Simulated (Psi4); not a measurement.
A dimer, C4H4O ··· H3O+ (SMILES c1ccoc1 and [OH3+]) (charge +1), singlet; the first 9 atoms form monomer A.

```
13

C     -0.9309     0.4204    -0.0827
C      0.4038     0.9404    -0.0585
C      1.2238    -0.1305     0.0733
O      0.4959    -1.2796     0.1324
C     -0.8150    -0.9246     0.0362
H     -1.8475     0.9773    -0.1763
H      0.7048     1.9716    -0.1299
H      2.2911    -0.2441     0.1374
H     -1.5259    -1.7307     0.0680
O     -3.9614    -0.5073    -1.6845
H     -4.4613     0.3368    -1.7023
H     -3.4533    -0.6766    -2.5066
H     -3.4325    -0.6299    -0.8672
```

Problem. What interaction energy does SAPT0/jun-cc-pVDZ, frozen core (Psi4 1.11) give, and which attractive term is the largest?

Solution. Total -1.72 kcal/mol: electrostatics 2.77, exchange 1.28, induction -4.98, dispersion -0.79. The most attractive term is induction.
